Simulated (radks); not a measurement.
All-electron atom: Dy26+ in [Kr] 4d4. Calculated with a radial shooting solver on a logarithmic mesh with Libxc functionals: Dirac Kohn-Sham, PBE, spin-unpolarised, spherical densities, finite nucleus; open shells fill j = l - 1/2 first; Fermi nuclear charge, rms radius 5.2218 fm. Some entries of the table are withheld. Estimate them.

| orbital | occ. | eigenvalue (eV) | <r^2> (bohr^2) | <1/r> (bohr^-1) |
|---|---|---|---|---|
| 1s1/2 | 2 | -54452.29 | 0.0006095 | 74.55 |
| 2s1/2 | 2 | -9784.309 | 0.009457 | 17.86 |
| 2p1/2 | 2 | -9348.609 | 0.006844 | 17.84 |
| 2p3/2 | 4 | -8548.380 | 0.008068 | 15.62 |
| 3s1/2 | 2 | -2832.003 | 0.06198 | 6.568 |
| 3p1/2 | 2 | (1) | 0.05744 | 6.484 |
| 3p3/2 | 4 | (2) | 0.06411 | 5.922 |
| 3d3/2 | 4 | -2152.472 | 0.05057 | 5.800 |
| 3d5/2 | 6 | -2115.506 | 0.05241 | 5.662 |
| 4s1/2 | 2 | -1156.400 | 0.2719 | (3) |
| 4p1/2 | 2 | (4) | 0.2755 | 2.903 |
| 4p3/2 | 4 | (5) | 0.2992 | 2.723 |
| 4d3/2 | 4 | (6) | 0.3013 | 2.588 |
| 4d5/2 | 0 | (7) | 0.3083 | 2.546 |

Answer. 
(1) 3p1/2 eigenvalue (eV): -2643.250
(2) 3p3/2 eigenvalue (eV): -2474.622
(3) 4s1/2 <1/r> (bohr^-1): 2.980
(4) 4p1/2 eigenvalue (eV): -1078.850
(5) 4p3/2 eigenvalue (eV): -1032.017
(6) 4d3/2 eigenvalue (eV): -903.7833
(7) 4d5/2 eigenvalue (eV): -894.0446
